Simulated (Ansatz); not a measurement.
Computed with Ansatz on PBE0-D4/def2-TZVP structures; ΔE is electronic, products minus reactants. CCSD(T)/CBS adds triple-zeta CCSD(T) − MP2 to the extrapolated MP2 energy (def2 sets, frozen cores). DFT in def2-TZVPP. B3LYP here is the variant with VWN-RPA as its local correlation; programs differ in this. No spin–orbit coupling; open shells (•) take unrestricted orbitals. Each species was taken in one conformer, which may not be the lowest.

Consider the isomerisation: `N[SiH]([O])Cl`• → `[NH][SiH](O)Cl`•.

`N[SiH]([O])Cl`•:

Z-matrix (Å, degrees):
```
Si
O 1 1.626
Cl 1 2.040 2 112.0
N 1 1.716 2 99.7 3 117.0
H 1 1.475 2 115.9 3 -124.8
H 4 1.010 1 119.4 2 82.5
H 4 1.010 1 119.1 2 -60.3
```

`[NH][SiH](O)Cl`•:

Cartesian coordinates in Å:
```
N -0.572 0.653 -1.169
Si 0.311 0.015 0.185
O 0.042 -1.581 0.322
Cl -0.441 1.061 1.787
H -0.256 1.569 -1.492
H 1.776 0.179 0.147
H -0.859 -1.895 0.221
```

| level | ΔE (kcal/mol) | difference from CCSD(T)/CBS |
| --- | --- | --- |
| PBE-D4 | -0.1 | 8.0 |
| B97M-V | -2.8 | 5.3 |
| PBE0-D4 | -4.7 | 3.4 |
| B3LYP-D4 | -3.6 | 4.5 |
| r2SCANh-D4 | -4.7 | 3.4 |
| PBE-QIDH | -8.2 | -0.1 |
| PBE | -0.1 | 8.0 |
| HF/def2-QZVPP | -5.9 | 2.2 |
| MP2/def2-QZVPP | -12.0 | -3.9 |
| MP2/CBS(def2) | -12.2 | -4.1 |
| CCSD(T)/CBS | -8.1 | 0 |

Largest T1 diagnostic among the species: 0.025.

In def2-TZVPP, CCSD(T) changes the Hartree–Fock value by −1.8 kcal/mol (the triples alone add +0.5 kcal/mol) and MP2 by −5.9 kcal/mol. At CCSD(T), def2-SVP lies +1.9 kcal/mol from the extrapolated value and def2-TZVPP +0.4 kcal/mol.

CCSD(T)/CBS has its own doubt, a few kJ/mol and more with outer-core shells, so smaller differences from it don't rank the levels.
